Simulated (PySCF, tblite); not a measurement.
Isomers of C7H18P2. Computed with GFN2-xTB (tblite): harmonic, unscaled wavenumbers at the GFN2-xTB geometry, gas phase. Errors from tens to a few hundred cm⁻¹ against measured bands are possible. Modes of hydrogen on phosphorus can be 10 to 20 % off. One conformer each.

Electronic energies: PBE0-D3(BJ)/def2-SVP at its own geometries (PySCF, gas phase).

```tsv
SMILES	electronic energy, lowest = 0 (kJ/mol)
CC=[P@@](C)(P)C(C)(C)C	107.1
CCP(CCP)C(C)C	6.5
CP(CCP)C(C)(C)C	0.0
```

**Question.** How do GFN2-xTB zero-point energies change the relative energies?

**Answer.** 
```json
{"SMILES": "CP(CCP)C(C)(C)C", "ZPE (kJ/mol)": "605.1", "of it from modes above 1550 cm⁻¹": "313.5", "electronic (kJ/mol)": "0.0", "with ZPE, lowest = 0 (kJ/mol)": "0.0", "lowest mode (cm⁻¹)": "30", "rings": "0"}
{"SMILES": "CCP(CCP)C(C)C", "ZPE (kJ/mol)": "606.5", "of it from modes above 1550 cm⁻¹": "312.9", "electronic (kJ/mol)": "6.5", "with ZPE, lowest = 0 (kJ/mol)": "7.9", "lowest mode (cm⁻¹)": "45", "rings": "0"}
{"SMILES": "CC=[P@@](C)(P)C(C)(C)C", "ZPE (kJ/mol)": "597.4", "of it from modes above 1550 cm⁻¹": "314.4", "electronic (kJ/mol)": "107.1", "with ZPE, lowest = 0 (kJ/mol)": "99.4", "lowest mode (cm⁻¹)": "59", "rings": "0"}
```

The zero-point energies span 9.1 kJ/mol, from `CC=[P@@](C)(P)C(C)(C)C` to `CCP(CCP)C(C)C`. The order is unchanged.

**Question.** And how do the electronic energies of GFN2-xTB itself compare?

**Answer.** `CP(CCP)C(C)(C)C` 0.0; `CCP(CCP)C(C)C` 33.2; `CC=[P@@](C)(P)C(C)(C)C` 115.0 kJ/mol, lowest = 0. Against the energies above, taken from the same isomer `CP(CCP)C(C)(C)C`, the largest difference is 26.7 kJ/mol. The two levels were optimised apart and needn't hold the same conformer.

**Question.** What do entropy and thermal enthalpy add at 298.15 K and 1 bar (rigid rotor, harmonic oscillator, one conformer each)?

**Answer.** 
```
                SMILES  point group  symmetry number  S (J/(mol K))  H − H(0) (kJ/mol)  ZPE + H − H(0) − TS (kJ/mol)
       CP(CCP)C(C)(C)C           C1                1          473.3              38.02                         502.0
         CCP(CCP)C(C)C           C1                1          493.6              39.24                         498.6
CC=[P@@](C)(P)C(C)(C)C           C1                1          490.7              41.22                         492.3
```
